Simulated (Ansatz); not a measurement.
C2H6O2Si can be A, `O/C=C/[SiH2]O`, or B, `O=CC[SiH2]O`.

Gas-phase electronic energies from Ansatz, PBE0-D4/def2-TZVP geometries. CCSD(T)/CBS is the MP2 limit (def2-TZVPP, def2-QZVPP) plus CCSD(T) − MP2 in def2-TZVPP, frozen cores. Functionals use def2-TZVPP. B3LYP here is the variant with VWN-RPA as its local correlation; programs differ in this. One conformer a species, not always the lowest.

A:

```xyz
11

O    -2.312    1.257    0.156
C    -1.131    0.696   -0.163
C    -0.218    0.200    0.675
Si    1.354   -0.545    0.065
O     1.287   -0.821   -1.563
H    -2.411    1.263    1.114
H    -0.993    0.689   -1.240
H    -0.419    0.239    1.746
H     1.612   -1.807    0.817
H     2.517    0.358    0.252
H     0.714   -1.530   -1.857
```

B:

Z-matrix (Å, degrees):
```
C
C 1 1.483
Si 1 1.900 2 107.5
H 1 1.094 2 109.7 3 113.5
H 1 1.091 2 112.5 3 -123.6
O 2 1.209 1 123.5 3 -66.2
H 2 1.109 1 116.6 3 110.8
O 3 1.637 1 107.4 2 55.9
H 3 1.482 1 109.8 2 174.5
H 3 1.488 1 108.7 2 -65.9
H 8 0.965 3 114.0 1 -27.4
```

Task: Which isomer does CCSD(T)/CBS put lower? Give the gap. (Best estimate.)

Result: The calculation gave: B, by 8.1 kcal/mol.

Task: Give E(B) − E(A) in kcal/mol with B3LYP-D4, HF/def2-TZVPP, MP2/def2-TZVPP, CCSD/def2-TZVPP, B3LYP, CCSD(T)/def2-TZVPP, r2SCAN-D4. (Estimate.)

Result: Computed: B3LYP-D4 -8.7, HF/def2-TZVPP -8.8, MP2/def2-TZVPP -9.0, CCSD/def2-TZVPP -8.7, B3LYP -8.1, CCSD(T)/def2-TZVPP -8.8, r2SCAN-D4 -8.8. None reverses the order clearly.

Largest T1 diagnostic: 0.014.
